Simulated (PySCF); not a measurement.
Cartesian coordinates in Å; atom numbers follow the order of the lines, from 1:
```xyz
16

C    -2.4151    0.1317    0.6122
S    -1.0481    1.0371    1.3530
C     0.2954    0.2072    0.5992
C     0.3877   -0.8518   -0.2781
N     1.7033   -1.1115   -0.5604
C     2.3921   -0.2438    0.1215
N     1.5948    0.6071    0.8620
Si    2.1447    1.9328    1.9167
H    -2.4093    0.2385   -0.4822
H    -2.3765   -0.9319    0.8886
H    -3.3338    0.5770    1.0156
H    -0.4202   -1.4340   -0.7164
H     3.4796   -0.1596    0.1367
H     1.6815    1.6892    3.3097
H     3.6291    1.8963    1.8280
H     1.6074    3.2277    1.4176
```

Geometry: PBE0-D3(BJ)/def2-SVP; GIAO shifts from PySCF, gas phase, non-relativistic, averaged over equivalent atoms.

At KT3/pcSseg-1 (190 basis functions, 63 s wall time on 1 thread of an Arm Neoverse N1, shared host):
```
      atoms  δ (ppm)
         C6    131.5
         C3    123.5
         C4    118.9
         C1     19.2
         S2     -0.3
         N5    287.0
         N7    166.0
        Si8    -55.3
        H13     7.12
        H12     6.54
H14/H15/H16     4.81
 H9/H10/H11     2.47
```

Scale: ¹³C (σ = 182.31 ppm), ²⁹Si (σ = 365.51 ppm), ¹H (σ = 31.32 ppm) against TMS; CS2 for ³³S (σ = 516.28 ppm); ¹⁵N (σ = 262.01 ppm) against NH3 (reference shieldings calculated alike).

Task: What do these become at PBE0/pcSseg-1?

Result: 
```
      atoms  δ at PBE0/pcSseg-1  change
         C6               143.9   +12.4
         C3               135.6   +12.1
         C4               130.0   +11.1
         C1                18.0    -1.2
         S2               -35.3   -35.0
         N5               312.6   +25.6
         N7               177.4   +11.4
        Si8               -52.4    +2.9
        H13                7.25   +0.13
        H12                6.70   +0.16
H14/H15/H16                4.94   +0.13
 H9/H10/H11                2.47   +0.00
```

Shifts are taken against calculated references (same method and geometry level): TMS for ¹³C (184.41 ppm) and ²⁹Si (351.99 ppm) and ¹H (31.27 ppm); ³³S (495.66 ppm) vs CS2; ¹⁵N (265.67 ppm) against NH3.

The largest change is at S2 (sulfide sulfur). Cost: 190 basis functions, 54 s wall time on 1 thread of an Arm Neoverse N1, shared host. The order of the carbon signals is the same at both levels.

Experimental scales use liquid or dissolved standards, which lie at an offset from isolated NH3 (liquid NH3: subtract about 20 ppm). Unscaled 15N shifts of sp2 nitrogen come out 20 to 40 ppm too high even then.
